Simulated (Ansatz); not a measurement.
**Redistribution: B(CH3)2F + BH(CH3)(SH) → B(CH3)2(SH) + BH(CH3)F**

Gas-phase species: B(CH3)2F, singlet; BH(CH3)(SH), singlet; B(CH3)2(SH), singlet; BH(CH3)F, singlet. The partners trade F for SH; both sit on B, so the bond types are kept.

Shapes, held fixed at every level: PBE0-D4/def2-TZVP. Flexible molecules stand in one conformer, not always the lowest. Programs: Ansatz 0.2.0. The zero-point and thermal change to 298 K, harmonic and unscaled (PBE0-D4/def2-TZVP), is +0.3 kJ/mol.

```json
{"level": "HF/def2-TZVPP", "kind": "Hartree–Fock", "ΔH(298 K) (kJ/mol)": "+10.9", "less CCSD(T)/CBS estimate": "+3.4"}
{"level": "PBE-D4/def2-TZVPP", "kind": "GGA", "ΔH(298 K) (kJ/mol)": "+8.8", "less CCSD(T)/CBS estimate": "+1.3"}
{"level": "PBE0-D4/def2-TZVPP", "kind": "global hybrid", "ΔH(298 K) (kJ/mol)": "+8.9", "less CCSD(T)/CBS estimate": "+1.4"}
{"level": "wB97X-V/def2-TZVPP", "kind": "range-separated hybrid", "ΔH(298 K) (kJ/mol)": "+9.1", "less CCSD(T)/CBS estimate": "+1.6"}
{"level": "B2PLYP/def2-TZVPP", "kind": "double hybrid", "ΔH(298 K) (kJ/mol)": "+9.5", "less CCSD(T)/CBS estimate": "+2.0"}
{"level": "MP2/def2-SVP", "kind": "perturbation theory", "ΔH(298 K) (kJ/mol)": "+7.0", "less CCSD(T)/CBS estimate": "-0.5"}
{"level": "CCSD/def2-TZVPP", "kind": "coupled cluster or CI", "ΔH(298 K) (kJ/mol)": "+8.8", "less CCSD(T)/CBS estimate": "+1.3"}
{"level": "CCSD(T)/CBS estimate", "kind": "coupled cluster or CI", "ΔH(298 K) (kJ/mol)": "+7.5", "less CCSD(T)/CBS estimate": "0.0"}
```

The highest level, CCSD(T)/CBS estimate, gives ΔH(298 K) = +7.5 kJ/mol; the levels span +7.0 to +10.9. The column of differences is taken from that level and isn't an error. No measured value is set beside it here. The CBS estimate extrapolates MP2 from def2-TZVPP and def2-QZVPP and adds CCSD(T) − MP2 in the triple-zeta set, cores frozen.
